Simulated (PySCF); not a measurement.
CH3N2S, SMILES [NH]C(N)=S, multiplicity 2. Atoms are numbered in the order given.

```xyz
7

N      0.9545    -0.9430     0.8073
C     -0.0565    -0.2929     0.3039
N     -1.3241    -0.6924     0.5377
S      0.2896     0.9700    -0.8130
H      1.8060    -0.3781     0.7975
H     -1.4536    -1.5546     1.0533
H     -2.0597    -0.3826    -0.0812
```
Charge 0, spin multiplicity 2.

The structure is a stationary point at PBE0-D3(BJ)/def2-SVP. The isomer is the one that the SMILES or the coordinates give; other isomers of the formula were not compared. The values are those of a single conformer.

Two levels are set side by side: PBE/pcH-1 (PySCF) and PBE0/pcH-1 (PySCF). Contact hyperfine couplings, same geometry. Differences are taken from unrounded values.

| quantity | PBE0 | PBE | PBE minus PBE0 |
|---|---|---|---|
| A(iso) of 14N, atom N1 (MHz) | 10.4 | 11.5 | 1.1 |
| A(iso) of 13C, atom C2 (MHz) | -32.6 | -23.7 | 8.9 |
| A(iso) of 14N, atom N3 (MHz) | -7.5 | -4.5 | 3.0 |
| A(iso) of 33S, atom S4 (MHz) | 8.9 | 3.1 | -5.8 |
| A(iso) of 1H, atom H5 (MHz) | -7.2 | 8.9 | 16.1 |
| A(iso) of 1H, atom H6 (MHz) | -0.3 | 0.1 | 0.4 |
| A(iso) of 1H, atom H7 (MHz) | 2.4 | 3.5 | 1.2 |

Rough cost on one machine, each run with all the roots and properties that it gave: PBE0 against PBE within a factor of 2.
